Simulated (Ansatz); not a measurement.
Gas-phase reaction in SMILES: F[C]F -> [C]F + F atom (the C-F bond at the site shown breaks; other sites are not compared here)
Structures are relaxed separately at B3LYP-D3(BJ)/def2-TZVP in Ansatz (a quantum-chemistry and plane-wave program). Unstable Hartree-Fock reference: F[C]F.
Geometry of the first species:
```
C
F 1 1.3036
F 1 1.3036 2 104.75
```
Charge 0, spin multiplicity 1.

Wanted: bond dissociation energy (electronic energy difference), in eV. Valence correlation only, unless marked. Open shells are spin-unrestricted. Spin-orbit coupling is left out. Non-relativistic unless marked X2C. Basis-set limits of correlation are two-point, X^-3; Hartree-Fock from the larger set. The bracket is a focal-point correction in the basis named.

```tsv
level	program	bond dissociation energy (eV)
PBE-D4/def2-TZVPD	Ansatz + dftd4	5.71
revPBE-D3(BJ)/def2-TZVPD	Ansatz + dftd3	5.41
r2SCAN-D4/def2-TZVPD	Ansatz + dftd4	5.40
PBE0/6-31G*	Ansatz	5.43
wB97X-V/def2-TZVPD	Ansatz	5.41
SCS-MP2/cc-pVTZ	Ansatz	5.41
X2C-CCSD(T)/cc-pVTZ-DK	Ansatz	5.28
CCSD(T) with core electrons/cc-pwCVTZ	Ansatz	5.30
RI-MP2/CBS(cc-pVTZ,cc-pVQZ)+[CCSD(T)-MP2]/cc-pVTZ	Ansatz	5.46
CCSD(T)/CBS(aug-cc-pVTZ,aug-cc-pVQZ)	Ansatz	5.47
```
